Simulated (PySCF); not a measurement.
**Continuum solvent and chemical shifts**

Mapped SMILES: `[CH3:1][BH2-:2][O:3][C:4]([F:5])([F:6])[F:7]`. Each H is labelled by its parent atom.

GIAO PBE0/pcSseg-1 in PySCF on one PBE0-D3(BJ)/def2-SVP conformer, non-relativistic, equivalent nuclei averaged. Solvents enter as an IEF-PCM continuum (chloroform with ε = 4.7, water with ε = 78.4) around the gas-phase geometry. Shifts are referred to TMS, BF3·OEt2, CFCl3 computed in the same medium.

In chloroform, δ in ppm: C4 129.3, C1 5.5, B2 -10.4, F5/F6/F7 -61.8, H(B2) 2.70, H(C1) -0.25. Dipole moment 3.70 D.

(1) How does each δ change in the more polar medium?

(2) Which nuclei move most (in ppm), and what does the model miss?

## Answers

(1) 
| atoms | environment | Δδ, water |
| --- | --- | --- |
| C4 | CF3 carbon | +0.4 |
| C1 | methyl carbon bonded to B | -0.3 |
| B2 | boron bonded to C, O, 2 H | +0.1 |
| F5/F6/F7 | fluorine of an OCF3 group | +1.3 |
| H(B2) | hydrogen on a boron bonded to C, O | -0.07 |
| H(C1) | hydrogen on a methyl carbon bonded to B | +0.07 |

Changes are relative to chloroform. The dipole moment becomes 3.69 D in water.

(2) F5/F6/F7 (fluorine of an OCF3 group, +1.3 ppm) in water. A continuum only polarises the solute; specific hydrogen bonds, the anisotropy of aromatic solvents and changes of geometry or conformer are outside it, as are counter-ions.
